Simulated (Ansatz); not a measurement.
`N[SiH2]/C=C/[SiH3]` + `O[SiH](Cl)Cl` → `[SiH3]O[SiH](Cl)Cl` + `C=C[SiH2]N`  (ligand exchange at the Si–C bond)

Gas-phase electronic energies from Ansatz, PBE0-D4/def2-TZVP geometries. CCSD(T)/CBS adds triple-zeta CCSD(T) − MP2 to the extrapolated MP2 energy (def2 sets, frozen cores). This one scheme is used for every species. Functionals use def2-TZVPP. Each species was taken in one conformer, which may not be the lowest.

`N[SiH2]/C=C/[SiH3]`:

```xyz
14

N    -1.890   -1.807   -0.189
Si   -1.142   -1.087    1.173
C     0.176    0.173    0.761
C     0.519    0.493   -0.491
Si    1.828    1.744   -0.922
H    -2.595   -1.330   -0.725
H    -1.446   -2.538   -0.717
H    -0.516   -2.166    1.984
H    -2.195   -0.410    1.979
H     0.692    0.673    1.584
H    -0.004   -0.014   -1.306
H     2.398    2.304    0.331
H     1.257    2.849   -1.740
H     2.917    1.117   -1.722
```

`O[SiH](Cl)Cl`:

Z-matrix (Å, degrees):
```
Si
Cl 1 2.042
Cl 1 2.041 2 107.4
O 1 1.621 2 111.2 3 -121.9
H 1 1.467 2 109.8 3 119.4
H 4 0.959 1 119.4 2 59.9
```

`[SiH3]O[SiH](Cl)Cl`:

Z-matrix (Å, degrees):
```
Si
O 1 1.649
H 1 1.483 2 109.5
H 1 1.481 2 107.2 3 -119.7
H 1 1.483 2 109.6 3 120.7
Si 2 1.607 1 146.6 3 -62.2
Cl 6 2.039 2 110.0 1 56.7
Cl 6 2.039 2 110.0 1 -62.7
H 6 1.468 2 109.9 1 177.0
```

`C=C[SiH2]N`:

```xyz
11

C     0.661   -1.483   -0.725
C    -0.256   -1.182    0.190
Si   -0.665    0.570    0.682
N     0.233    1.778   -0.139
H     0.893   -2.507   -1.006
H     1.224   -0.706   -1.235
H    -0.791   -2.002    0.670
H    -0.408    0.720    2.141
H    -2.109    0.808    0.413
H     0.026    2.031   -1.090
H     1.191    1.973    0.099
```

CCSD(T)/CBS gives -24.9 kcal/mol.

Problem. Another level gave -23.4 kcal/mol. Which?
A. revPBE/def2-TZVPP
B. ωB97X-V/def2-TZVPP
C. LC-ωPBE/def2-TZVPP
D. CCSD/def2-TZVPP

Solution. C. LC-ωPBE -23.4, CCSD/def2-TZVPP -25.6, revPBE -20.3, ωB97X-V -24.6 kcal/mol.

Largest T1 diagnostic among the species: 0.011.

From BLYP to BHLYP (50 % exact exchange), in def2-TZVPP and without D4, ΔE moves by −3.4 kcal/mol. At CCSD(T), def2-SVP lies +1.3 kcal/mol from the extrapolated value and def2-TZVPP +0.1 kcal/mol.

CCSD(T)/CBS has its own doubt, a few kJ/mol and more with outer-core shells, so smaller differences from it don't rank the levels.
